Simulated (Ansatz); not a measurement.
Input for Ansatz (a first-principles code): R-RI-MP2/cc-pVQZ on C4H4O (SMILES C=C1CC1=O). Files ending in .json are basis or fitting sets from the Basis Set Exchange.

Ansatz 0.2 input:
```yaml
crystal:
  periodic: [false, false, false]
  atoms:
    - {symbol: C, position_ang: [1.56844037, 0.30330376, -0.02871336]}
    - {symbol: C, position_ang: [0.25512334, 0.16440061, 0.01378708]}
    - {symbol: C, position_ang: [-0.91810340, -0.79405179, -0.08517546]}
    - {symbol: C, position_ang: [-1.06568470, 0.67665482, 0.16509575]}
    - {symbol: O, position_ang: [-1.81320029, 1.59196120, 0.35460544]}
    - {symbol: H, position_ang: [2.02907766, 1.27412999, 0.10871478]}
    - {symbol: H, position_ang: [2.22402663, -0.54286981, -0.20127419]}
    - {symbol: H, position_ang: [-1.18541875, -1.18817242, -1.06351026]}
    - {symbol: H, position_ang: [-1.09426086, -1.48535634, 0.73647021]}
basis:
  gaussian:
    orbitals: cc-pVQZ
    fitting: {mean_field: def2-universal-JKFIT, correlation: cc-pVQZ-RIFIT.json}
magnetization: {spin_polarized: false}
correlation: {method: mp2, electrons: outside_noble_gas}
scf: {lower_state_search: off}
```

The head of its log:

```
WARN ansatz: RAYON_NUM_THREADS=1 ignored (pool sized by the plan → 1); use --threads N
Functional definition: HF
these checks for a lower state are left out or cut short: stability, starts, cluster_reference, orbital_swaps, neighbouring_geometries, increment
integrals: 0.55 GiB planned
449 factors; integrals over basis functions are off by at most 3.7e0 eV
mean field: 0.86 GiB planned
mean field evaluation 1: about -6218.3166 eV, gradient 3.8e1 eV
mean field evaluation 2: about -6221.0333 eV, gradient 2.3e1 eV
mean field evaluation 4: about -6221.9178 eV, gradient 2.1e0 eV
mean field evaluation 8: about -6221.9338 eV, gradient 1.9e-6 eV
mean field -6221.93380189 eV, -228.6518498412 hartree, gradient 1.9e-6 eV, S^2 0.000000; 0 other end points of the search recorded, 0 dependent functions left out
5 core orbitals not correlated
880 factors; their error is unknown
reference -6221.93380189 eV, -228.6518498412 hartree; 13, 13 occupied and 377, 377 virtual orbitals, 880 factors
```

### Question
Give the final energy of this run.

### Answer
-229.5682 hartree.
